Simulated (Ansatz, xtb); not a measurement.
Diatomic CrCl, multiplicity 6 (the spin of the measured ground state). No spin–orbit coupling. Cr is treated without relativity. The T1 diagnostic near the minimum is 0.131, so single-reference values are doubtful.

Seven points along R, fitted to fifth degree in 1/R; most abundant isotopes. Runs in def2 and cc sets follow the lowest solution found near the PBE0 minimum.

Run with Ansatz (a first-principles code) with Gaussian orbitals; xtb for the GFN methods. Values without a source in brackets are computed. The GFN methods have no spin term and hold the electronic entropy of 300 K.

```json
[
 {"level": "GFN1-xTB", "r_e (Å)": "2.116", "ω_e (cm⁻¹)": "408", "α_e (cm⁻¹)": "0.0015", "ω_e x_e (cm⁻¹)": "1.9", "D_e (eV)": "-", "dipole (D)": "-"},
 {"level": "GFN2-xTB", "r_e (Å)": "2.182", "ω_e (cm⁻¹)": "376", "α_e (cm⁻¹)": "0.00089", "ω_e x_e (cm⁻¹)": "0.76", "D_e (eV)": "-", "dipole (D)": "-"},
 {"level": "SVWN5/def2-TZVPP", "r_e (Å)": "2.138", "ω_e (cm⁻¹)": "427", "α_e (cm⁻¹)": "0.00097", "ω_e x_e (cm⁻¹)": "1.7", "D_e (eV)": "4.47", "dipole (D)": "4.28"},
 {"level": "PBE/def2-TZVPP", "r_e (Å)": "2.184", "ω_e (cm⁻¹)": "399", "α_e (cm⁻¹)": "0.00096", "ω_e x_e (cm⁻¹)": "1.7", "D_e (eV)": "3.92", "dipole (D)": "4.49"},
 {"level": "r2SCAN/def2-TZVPP", "r_e (Å)": "2.188", "ω_e (cm⁻¹)": "405", "α_e (cm⁻¹)": "0.00094", "ω_e x_e (cm⁻¹)": "1.7", "D_e (eV)": "3.87", "dipole (D)": "4.79"},
 {"level": "B97M-V/def2-TZVPP", "r_e (Å)": "2.208", "ω_e (cm⁻¹)": "395", "α_e (cm⁻¹)": "0.00094", "ω_e x_e (cm⁻¹)": "1.7", "D_e (eV)": "3.73", "dipole (D)": "5.08"},
 {"level": "B3LYP/def2-TZVPP", "r_e (Å)": "2.213", "ω_e (cm⁻¹)": "388", "α_e (cm⁻¹)": "0.00095", "ω_e x_e (cm⁻¹)": "1.6", "D_e (eV)": "3.78", "dipole (D)": "5.25"},
 {"level": "PBE0/def2-TZVPP", "r_e (Å)": "2.202", "ω_e (cm⁻¹)": "394", "α_e (cm⁻¹)": "0.00096", "ω_e x_e (cm⁻¹)": "1.7", "D_e (eV)": "3.77", "dipole (D)": "5.42"},
 {"level": "BHLYP/def2-TZVPP", "r_e (Å)": "2.236", "ω_e (cm⁻¹)": "375", "α_e (cm⁻¹)": "0.00099", "ω_e x_e (cm⁻¹)": "1.6", "D_e (eV)": "3.68", "dipole (D)": "6.23"},
 {"level": "CAM-B3LYP/def2-TZVPP", "r_e (Å)": "2.209", "ω_e (cm⁻¹)": "393", "α_e (cm⁻¹)": "0.00094", "ω_e x_e (cm⁻¹)": "1.6", "D_e (eV)": "3.90", "dipole (D)": "5.65"},
 {"level": "wB97X-V/def2-TZVPP", "r_e (Å)": "2.215", "ω_e (cm⁻¹)": "390", "α_e (cm⁻¹)": "0.00092", "ω_e x_e (cm⁻¹)": "1.5", "D_e (eV)": "4.05", "dipole (D)": "5.87"},
 {"level": "wB97M-V/def2-TZVPP", "r_e (Å)": "2.219", "ω_e (cm⁻¹)": "387", "α_e (cm⁻¹)": "0.00093", "ω_e x_e (cm⁻¹)": "1.6", "D_e (eV)": "3.96", "dipole (D)": "5.78"},
 {"level": "B2PLYP/def2-TZVPP", "r_e (Å)": "2.212", "ω_e (cm⁻¹)": "391", "α_e (cm⁻¹)": "0.00090", "ω_e x_e (cm⁻¹)": "1.6", "D_e (eV)": "-", "dipole (D)": "-"},
 {"level": "CCSD/def2-TZVPP", "r_e (Å)": "2.216", "ω_e (cm⁻¹)": "391", "α_e (cm⁻¹)": "0.00099", "ω_e x_e (cm⁻¹)": "1.8", "D_e (eV)": "3.55", "dipole (D)": "-"},
 {"level": "CCSD/def2-QZVPP", "r_e (Å)": "2.202", "ω_e (cm⁻¹)": "403", "α_e (cm⁻¹)": "0.0010", "ω_e x_e (cm⁻¹)": "2.1", "D_e (eV)": "3.73", "dipole (D)": "-"},
 {"level": "CCSD(T)/def2-TZVPP", "r_e (Å)": "2.189", "ω_e (cm⁻¹)": "420", "α_e (cm⁻¹)": "0.00082", "ω_e x_e (cm⁻¹)": "1.2", "D_e (eV)": "3.63", "dipole (D)": "-"},
 {"level": "CCSD(T)/def2-QZVPP", "r_e (Å)": "2.176", "ω_e (cm⁻¹)": "432", "α_e (cm⁻¹)": "0.00087", "ω_e x_e (cm⁻¹)": "1.5", "D_e (eV)": "3.82", "dipole (D)": "-"},
 {"level": "CCSD(T)/CBS(def2-TZVPP, def2-QZVPP)", "r_e (Å)": "2.164", "ω_e (cm⁻¹)": "442", "α_e (cm⁻¹)": "0.00091", "ω_e x_e (cm⁻¹)": "1.7", "D_e (eV)": "-", "dipole (D)": "-"}
]
```

D_e counts from each atom's lowest state at the same level, without counterpoise or zero-point energy.

Correlated levels freeze the inner cores; with def2 sets outer-core shells near the valence are correlated too. CBS: X⁻³ extrapolation of the correlation energy, Hartree–Fock from the larger set.

Doubts at one or more of the structures used: T1 above 0.05 (CCSD/def2-TZVPP, CCSD/def2-QZVPP, CCSD(T)/def2-TZVPP, CCSD(T)/def2-QZVPP, CCSD(T)/CBS(def2-TZVPP, def2-QZVPP)).
